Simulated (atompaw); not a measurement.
How hard is this Gd (Z = 64) PAW (atompaw) potential?

Gd, PAW, made with atompaw 4.2.0.5 (PBE, scalar-relativistic). Core [Xe], reference 4f7 5d1 6s2 6p0. Waves: 6s (bound): rc 3.00 bohr; 6s channel at 0.3 Ry: rc 3.00 bohr; 6p (bound, empty): rc 2.58 bohr; 6p channel at 0.35 Ry: rc 3.00 bohr; 5d (bound): rc 3.00 bohr; 5d channel at 2.05 Ry: rc 3.00 bohr; 4f (bound): rc 1.55 bohr; 4f channel at 0.65 Ry: rc 1.55 bohr. Local part: troulliermartins scheme with l = 4 at -0.5 Ry, radius 2.80 bohr. Core correction: smooth core density matched at 1.80 bohr. Augmentation charge: sinc compensation charge, radius 2.40 bohr; PAW radius 3.00 bohr; waves and projectors: custom polynom2 7 10 vanderbiltortho.

The pseudo-atom Hamiltonian at the reference potential is diagonalised in spherical Bessel functions j_l(qr) that vanish at 20 bohr, with q² up to the cutoff. All-electron valence levels (Ry): 6s -0.3033, 6p -0.0980, 5d -0.1862, 4f -0.6392.

Problem. How do the lowest levels (Ry) of each channel move with the cutoff, and are there ghosts?

Solution.

```
cutoff (Ry)     s #1     s #2     s #3     p #1     p #2    p #3     d #1     f #1    f #2  Σ f·Δε (mRy)
          8  -0.8317  -0.3031  -0.0003  -0.1562  -0.0086  0.0588  -0.1712   0.0957  0.2056        5154.4
         15  -1.1217  -0.3032  -0.0003  -4.2518  -0.0976  0.0454  -0.1842   0.0386  0.0963        4741.5
         25  -1.1262  -0.3033  -0.0003  -4.7880  -0.0978  0.0453  -0.1857  -0.6027  0.0958         250.6
         35  -1.1265  -0.3033  -0.0003  -4.9070  -0.0979  0.0453  -0.1860  -0.6161  0.0958         156.6
         50  -1.1265  -0.3033  -0.0003  -4.9973  -0.0979  0.0453  -0.1861  -0.6224  0.0958         112.5
         70  -1.1265  -0.3033  -0.0003  -5.0337  -0.0979  0.0453  -0.1862  -0.6240  0.0958         101.2
        100  -1.1265  -0.3033  -0.0003  -5.0488  -0.0979  0.0453  -0.1862  -0.6267  0.0958          82.0
        140  -1.1265  -0.3033  -0.0003  -5.0515  -0.0979  0.0453  -0.1862  -0.6282  0.0958          71.9
        180  -1.1265  -0.3033  -0.0003  -5.0522  -0.0979  0.0453  -0.1862  -0.6333  0.0958          35.8
        260  -1.1265  -0.3033  -0.0003  -5.0527  -0.0979  0.0453  -0.1862  -0.6367  0.0958          12.0
        400  -1.1265  -0.3033  -0.0003  -5.0528  -0.0979  0.0453  -0.1862  -0.6384  0.0958           0.0
```

Result: ghost states, extra bound levels that the all-electron valence spectrum of the same l lacks: p at -68.7 eV, s at -15.3 eV (a true bound ghost makes a file unfit for plane-wave use); 10 mRy is reached at 300 Ry and 1 mRy at over 300 Ry.
